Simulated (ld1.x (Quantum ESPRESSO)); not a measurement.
# PW91 PAW dataset for Tc (Z = 43), fully relativistic all-electron reference.

Tc, PAW, made with ld1.x (Quantum ESPRESSO) 7.5 (PW91, fully relativistic). Core [Kr], reference 4d5 5s1.5 5p0.5. Waves: 5s (bound): rcut 2.30, rcutus 2.50 bohr; 5s channel at 0.15 Ry: rcut 2.30, rcutus 2.50 bohr; 5p (bound): rcut 3.55, rcutus 4.15 bohr; 5p channel at 2.65 Ry: rcut 3.55, rcutus 4.15 bohr; 4d (bound): rcut 1.70, rcutus 2.10 bohr; 4d channel at 0.25 Ry: rcut 1.70, rcutus 2.10 bohr; 4f channel at 0.3 Ry: rcut 3.05, rcutus 3.95 bohr. Local part: all-electron potential smoothed inside 1.95 bohr (lloc = -1). Core correction: Bessel-smoothed model core inside 1.85 bohr. Augmentation charge: PSQ, inside the norm-conserving radii.

Open shells are filled in proportion to 2j + 1 (rel_dist='average').

All-electron outer shells of the reference configuration (PW91, scalar-relativistic, ld1.x):

| shell | level (eV) | outermost node (bohr) | outermost maximum (bohr) |
| --- | --- | --- | --- |
| 4s | -74.20 | 0.50 | 0.95 |
| 4p | -46.16 | 0.51 | 1.03 |
| 4d | -7.43 | 0.50 | 1.27 |
| 5s | -5.59 | 1.28 | 2.72 |
| 5p | -1.81 | 1.45 | 3.58 |

Problem. Is a potential produced?

Solution. No. ld1.x (Quantum ESPRESSO) 7.5 stopped with "new_paw_hamiltonian: negative rho": the spherical valence density built from the smooth waves and the augmentation charge turned negative at some radius.
